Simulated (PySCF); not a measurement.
C3H16Si4.
SMILES with atom numbers: `[CH3:1][CH2:2][CH2:3][SiH2:4][SiH:5]([SiH3:6])[SiH3:7]` (hydrogens: H8, H9, H10 on C1; H11, H12 on C2; H13, H14 on C3; H15, H16 on Si4; H17 on Si5; H18, H19, H20 on Si6; H21, H22, H23 on Si7)

The same species was optimised twice, with GFN2-xTB and with PBE0-D3(BJ)/def2-SVP (PySCF), and the same property calculations (PySCF, gas phase) were run on both structures.

```
        coordinate  GFN2-xTB  PBE0-D3(BJ)/def2-SVP  change
       Si5–Si7 (Å)     2.324                 2.342  +0.018
        C3–Si4 (Å)     1.905                 1.890  -0.015
       Si5–Si6 (Å)     2.329                 2.344  +0.015
       Si4–Si5 (Å)     2.331                 2.344  +0.013
         C2–C3 (Å)     1.525                 1.528  +0.003
         C1–C2 (Å)     1.524                 1.522  -0.002
   Si4–Si5–Si6 (°)     112.4                 108.5    -3.9
   Si6–Si5–Si7 (°)     112.9                 109.2    -3.7
   Si4–Si5–Si7 (°)     112.8                 111.4    -1.4
     C2–C3–Si4 (°)     113.3                 114.6    +1.3
      C1–C2–C3 (°)     112.3                 113.1    +0.8
    C3–Si4–Si5 (°)     110.9                 110.6    -0.3
  C1–C2–C3–Si4 (°)       180                   179      -1
 C2–C3–Si4–Si5 (°)      -176                  -179      -3
C3–Si4–Si5–Si6 (°)        57                    61      +4
```

Rotational constants: A = 1746, B = 471.2, C = 388.3 MHz (GFN2-xTB) against A = 1784, B = 470.1, C = 392.0 MHz (PBE0-D3(BJ)/def2-SVP). Point groups within 0.08 Å: C1 and C1.

On the GFN2-xTB structure: HOMO (eV) -7.91 [PBE0/pcSseg-1]; LUMO (eV) -0.31 [PBE0/pcSseg-1]; dipole (D) 1.01 [PBE0/pcSseg-1]; GIAO shielding of C1 (ppm) 165.8 [PBE0/pcSseg-1]; GIAO shielding of C2 (ppm) 160.7 [PBE0/pcSseg-1]; GIAO shielding of C3 (ppm) 170.1 [PBE0/pcSseg-1]; GIAO shielding of Si4 (ppm) 415.1 [PBE0/pcSseg-1]; GIAO shielding of Si5 (ppm) 496.1 [PBE0/pcSseg-1]; GIAO shielding of Si6/Si7 (mean) (ppm) 462.6 [PBE0/pcSseg-1].

Question: What do these properties become on the PBE0-D3(BJ)/def2-SVP structure?

Answer: 
```tsv
property	level	on GFN2-xTB	on PBE0-D3(BJ)/def2-SVP	change
HOMO (eV)	PBE0/pcSseg-1	-7.91	-7.78	+0.13
LUMO (eV)	PBE0/pcSseg-1	-0.31	-0.13	+0.18
dipole (D)	PBE0/pcSseg-1	1.01	1.09	+0.08
energy, GFN2-xTB geometry as zero (kcal/mol)	PBE0/pcSseg-1	0.0	-3.1	-3.1
GIAO shielding of C1 (ppm)	PBE0/pcSseg-1	165.8	164.0	-1.8
GIAO shielding of C2 (ppm)	PBE0/pcSseg-1	160.7	159.6	-1.1
GIAO shielding of C3 (ppm)	PBE0/pcSseg-1	170.1	169.5	-0.6
GIAO shielding of Si4 (ppm)	PBE0/pcSseg-1	415.1	412.6	-2.5
GIAO shielding of Si5 (ppm)	PBE0/pcSseg-1	496.1	486.2	-9.9
GIAO shielding of Si6/Si7 (mean) (ppm)	PBE0/pcSseg-1	462.6	455.1	-7.5
```

The heavy atoms differ by 0.052 Å rms after alignment. Among bonds between heavy atoms Si5–Si7 changes most (+0.018 Å). Changes are differences of the printed values. Neither structure is proved a minimum here.

The values belong to the conformer `[CH3:1][CH2:2][CH2:3][SiH2:4][SiH:5]([SiH3:6])[SiH3:7]`: C1–C2–C3–Si4 179°, C2–C3–Si4–Si5 -179°, C3–Si4–Si5–Si6 61°.
